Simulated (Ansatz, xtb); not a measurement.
# Ranking isomers of C2H6O3SSi

3 gas-phase structures of C2H6O3SSi, from a drawn sample of its isomers (lower ones may exist). Each was relaxed with GFN2-xTB; where two conformers were screened, the lower at r2SCAN-D4/def2-SVP//GFN2-xTB is listed:

A. `O=C(O)CS[SiH2]O`, a singlet
B. `O=S1(=O)CC[SiH2]O1`, a singlet
C. `O[Si]1(O)OCCS1`, a singlet

Task: Which do you expect lowest at r2SCAN-D4/def2-SVP//GFN2-xTB, and how would the others follow?

Result: Calculated order at r2SCAN-D4/def2-SVP//GFN2-xTB: C (0.000), A (2.082), B (5.195) eV.

Energies above the lowest of each column, in eV; the last columns are at r2SCAN-D4/def2-SVP geometries:

```
structure  GFN2-xTB  HF/STO-3G  r2SCAN-D4/def2-SVP//GFN2-xTB  r2SCAN-D4/def2-SVP  CCSD(T)/def2-SVP + ΔMP2/def2-TZVPP
        C     0.000      0.000                         0.000               0.000                               0.000
        A     1.952      2.465                         2.082               2.066                               2.636
        B     2.476     12.742                         5.195               5.042                               4.325
```

Every level run on C puts it lowest or level with the lowest. Flexible structures stand in one conformer each, not always the lowest. The ΔMP2 step shifts differences by up to 1.787 eV, which makes them less sure. ΔMP2 is the change of the MP2 energy from the smaller to the larger basis.

Programs: Ansatz 0.2.0, xtb 6.7.1.
